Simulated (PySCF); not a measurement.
Predicted microwave data (PySCF, PBE0-D3(BJ)/def2-SVP geometry optimisation, gas phase) for one isomer of C7H14O3:

```
Rotational constants : A = 2313, B = 833.2, C = 762.0 MHz
Dipole components    : |μa| = 1.79 D, |μb| = 0.26 D, |μc| = 0.65 D
Inertial defect      : -161.77 u·Å²
κ                    : -0.91
```

Question: Which candidate fits, each taken in the one conformer that was computed?
A. `[CH3:1][CH:2]([CH3:3])[O:4][C:5]([CH3:6])([CH3:7])[O:8][CH:9]=[O:10]` with C1–C2–O4–C5 116°, C2–O4–C5–C6 175°, O4–C5–O8–C9 177°, C5–O8–C9–O10 0°
B. `[CH3:1][CH:2]([CH3:3])[O:4][C:5]([CH3:6])([CH3:7])[C:8](=[O:9])[OH:10]` with C1–C2–O4–C5 -131°, C2–O4–C5–C6 175°, O4–C5–C8–O9 -144°, C5–C8–O10–H 177°

Answer: A. It is CC(C)OC(C)(C)OC=O, a near-prolate asymmetric top, point group C1. The candidates at the same level (rigid rotor, commonest isotopes):

```json
{"SMILES": "CC(C)OC(C)(C)OC=O", "A (MHz)": "2313", "B (MHz)": "833.2", "C (MHz)": "762.0", "μa (D)": "1.79", "μb (D)": "0.26", "μc (D)": "0.65", "Δ (u·Å²)": "-161.77", "point group": "C1", "rotor": "near-prolate asymmetric top"}
{"SMILES": "CC(C)OC(C)(C)C(=O)O", "A (MHz)": "1762", "B (MHz)": "1049", "C (MHz)": "889.9", "μa (D)": "0.51", "μb (D)": "0.48", "μc (D)": "0.14", "Δ (u·Å²)": "-200.80", "point group": "C1", "rotor": "asymmetric top"}
```

`CC(C)OC(C)(C)C(=O)O` has B 26 % too high. No structure here is proved a minimum.
